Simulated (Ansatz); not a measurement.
# Worked example: the barrier

An elementary step of BH5O3, singlet (BH₃O₃ ([OH][B]([OH])[OH]) + H₂ → BH₃O₂ ([OH][BH][OH]) + H₂O; bonds formed: B1–H6, O2–H5; bonds broken: B1–O2, H5–H6). “Start” is the structure reached by relaxing down from the saddle towards the reactants; PBE0-D4/def2-TZVP structures. The saddle:

```tsv
atom	x (Å)	y (Å)	z (Å)
B1	-0.1982	-0.1021	0.0326
O2	1.2373	0.4933	-0.3004
O3	-0.4465	-1.3684	-0.4624
O4	-1.1617	0.8781	-0.1490
H5	0.9786	0.3165	0.8559
H6	0.1813	-0.1537	1.3950
H7	1.1171	1.4152	-0.5621
H8	0.2856	-1.9787	-0.3696
H9	-1.9934	0.4998	-0.4400
```

Computed with Ansatz 0.2.0 (basis: def2-TZVPP and def2-QZVPP); correlated methods freeze the cores.

Energies in eV:

| quantity | saddle | start |
| --- | --- | --- |
| Hartree–Fock, triple zeta (X = 3) | -6866.29273 | -6869.42252 |
| Hartree–Fock, quadruple zeta (X = 4) | -6866.62210 | -6869.76917 |
| MP2 correlation, X = 3 | -23.72828 | -23.03392 |
| MP2 correlation, X = 4 | -25.56352 | -24.87308 |
| CCSD(T) correlation, X = 3 | -24.94618 | -24.28659 |

**Question.** Work out the barrier at the basis limit: extrapolate Hartree–Fock as E(X) = E∞ + A exp(−7.88 √X) and the MP2 correlation as E(X) = E∞ + B X^−2.97 (the exponents that Neese and Valeev fitted for def2-TZVPP and QZVPP), then add CCSD(T) − MP2 in triple zeta.

**Answer.** Each step is linear, so take the differences first (saddle − start): Hartree–Fock 3.12979 (X = 3) and 3.14707 (X = 4); MP2 correlation -0.69436 and -0.69044; CCSD(T) correlation -0.65959.
Two points give E∞ = E(4) + w [E(4) − E(3)], with w = 1/(exp(7.88 (2 − √3)) − 1) = 0.1377 for Hartree–Fock and w = 1/((4/3)^2.97 − 1) = 0.7407 for the correlation.
Hartree–Fock: 3.14707 + 0.1377 × 0.01728 = 3.1494 eV.
MP2 correlation: -0.69044 + 0.7407 × 0.00392 = -0.6875 eV.
CCSD(T) − MP2: -0.65959 − (-0.69436) = 0.0348 eV.
Sum: 3.1494 + (-0.6875) + 0.0348 = 2.4967 eV, or 57.58 kcal/mol. Plain CCSD(T) in triple zeta gives 2.4702 eV, so the larger basis shifts the result by 0.0265 eV.

No T1 diagnostic of these runs exceeds 0.013.

Labels in which every atom is bracketed show which atoms are joined, not bond orders.

For scale, one of the runs: CCSD(T)/def2-TZVPP, 194 basis functions (an equivalent command: `ansatz run in.yaml --threads 4`). Hardware: 4 CPU threads, shared host. Wall time 43 s; peak host memory 2.4 GiB.
